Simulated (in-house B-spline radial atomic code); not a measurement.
A run on neutral chromium that did not converge. Method: non-relativistic wB97X, spin-polarised, spherical fractional occupations, point nucleus; computed with a B-spline radial code for spherical atoms.

Command:
```bash
python run_scf.py task.json out
```
Settings:
```
Z                24
configuration    [Ar] 3d5 4s0.25 4f0.75
hamiltonian      nr
method           wb97x
spin_polarised   True
```

First and last ten iterations of the last attempt (damped for 15 steps, keeping 80 % of the old Fock matrix, then DIIS):
```
 iter        energy (Eh)    residual
    1       -1034.320906    3.39e-01
    2       -1037.717811    4.25e-01
    3       -1040.824862    2.93e-01
    4       -1042.525325    1.95e-01
    5       -1043.411613    1.26e-01
    6       -1043.870810    8.23e-02
    7       -1044.084367    5.86e-02
    8       -1044.176201    4.09e-02
    9       -1044.218686    2.79e-02
   10       -1044.238875    2.03e-02
  111       -1044.262109    2.47e-03
  112       -1044.261966    1.27e-03
  113       -1044.261906    1.53e-03
  114       -1044.261806    5.75e-04
  115       -1044.261818    1.46e-03
  116       -1044.261740    1.28e-03
  117       -1044.261779    1.26e-03
  118       -1044.261965    6.50e-04
  119       -1044.261763    5.43e-04
  120       -1044.261881    1.16e-03
 not converged after 120 iterations
```

The smallest residual met was 3.9e-04; the threshold is about 2e-07. No energy from this run should be used. Time taken, with all properties: 6.1 s on 1 thread of Intel(R) Xeon(R) 6975P-C, on a shared host.
